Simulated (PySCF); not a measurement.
Fractional electron number in Xe (xenon, neutral)

The 5p beta orbital of [Xe] is emptied in steps (occupation f), with all orbitals relaxed, ending at [Kr] 4d10 5s2 5p5. All numbers are calculated (PySCF 2.14, scalar relativity through the core potential, in aug-cc-pVDZ-PP with ECP28MDF (5s4p3d, 32 functions)). The exact energy is a straight line in f; departures are measured from the line between the end points of the same method.

```json
{"f": "1", "UHF (eV)": "0.000", "LDA (eV)": "0.000", "PBE (eV)": "0.000", "PBE0 (eV)": "0.000", "r2SCAN (eV)": "0.000", "LC-wPBE (eV)": "0.000", "BHandHLYP (eV)": "0.000", "wB97X (eV)": "0.000", "CAM-B3LYP (eV)": "0.000", "BLYP (eV)": "0.000"}
{"f": "0.75", "UHF (eV)": "0.154", "LDA (eV)": "-0.813", "PBE (eV)": "-0.786", "PBE0 (eV)": "-0.555", "r2SCAN (eV)": "-0.731", "LC-wPBE (eV)": "-0.043", "BHandHLYP (eV)": "-0.339", "wB97X (eV)": "-0.116", "CAM-B3LYP (eV)": "-0.318", "BLYP (eV)": "-0.799"}
{"f": "0.5", "UHF (eV)": "0.199", "LDA (eV)": "-1.090", "PBE (eV)": "-1.050", "PBE0 (eV)": "-0.740", "r2SCAN (eV)": "-0.964", "LC-wPBE (eV)": "-0.057", "BHandHLYP (eV)": "-0.456", "wB97X (eV)": "-0.167", "CAM-B3LYP (eV)": "-0.428", "BLYP (eV)": "-1.071"}
{"f": "0.25", "UHF (eV)": "0.145", "LDA (eV)": "-0.820", "PBE (eV)": "-0.788", "PBE0 (eV)": "-0.554", "r2SCAN (eV)": "-0.716", "LC-wPBE (eV)": "-0.041", "BHandHLYP (eV)": "-0.346", "wB97X (eV)": "-0.137", "CAM-B3LYP (eV)": "-0.324", "BLYP (eV)": "-0.807"}
{"f": "0", "UHF (eV)": "0.000", "LDA (eV)": "0.000", "PBE (eV)": "0.000", "PBE0 (eV)": "0.000", "r2SCAN (eV)": "0.000", "LC-wPBE (eV)": "0.000", "BHandHLYP (eV)": "0.000", "wB97X (eV)": "0.000", "CAM-B3LYP (eV)": "0.000", "BLYP (eV)": "0.000"}
```

```
   method  E(f=0) − E(f=1) (eV)  −ε at f=1 (eV)  −ε at f=0.5 (eV)
      UHF                11.592          12.442            11.567
      LDA                12.686           8.377            12.667
      PBE                12.411           8.235            12.404
     PBE0                12.484           9.531            12.485
   r2SCAN                12.533           8.606            12.577
  LC-wPBE                12.493          12.264            12.497
BHandHLYP                12.422          10.631            12.405
    wB97X                12.443          11.857            12.388
CAM-B3LYP                12.521          10.839            12.506
     BLYP                12.285           8.049            12.265
```

Orbital energy along the path (eV):

```csv
f,UHF,LDA,PBE,PBE0,r2SCAN,LC-wPBE,BHandHLYP,wB97X,CAM-B3LYP,BLYP
1,-12.442,-8.377,-8.235,-9.531,-8.606,-12.264,-10.631,-11.857,-10.839,-8.049
0.75,-11.982,-10.500,-10.305,-11.002,-10.611,-12.379,-11.506,-12.102,-11.661,-10.136
0.5,-11.567,-12.667,-12.404,-12.485,-12.577,-12.497,-12.405,-12.388,-12.506,-12.265
0.25,-11.189,-14.864,-14.512,-13.966,-14.464,-12.610,-13.329,-12.750,-13.372,-14.425
0,-10.842,-17.072,-16.615,-15.433,-16.326,-12.697,-14.288,-13.265,-14.267,-16.602
```

Reference removal energy between the ground levels: 12.130 eV (measured; NIST Atomic Spectra Database, ionization energies). The calculation has no spin-orbit coupling. UHF lacks correlation.
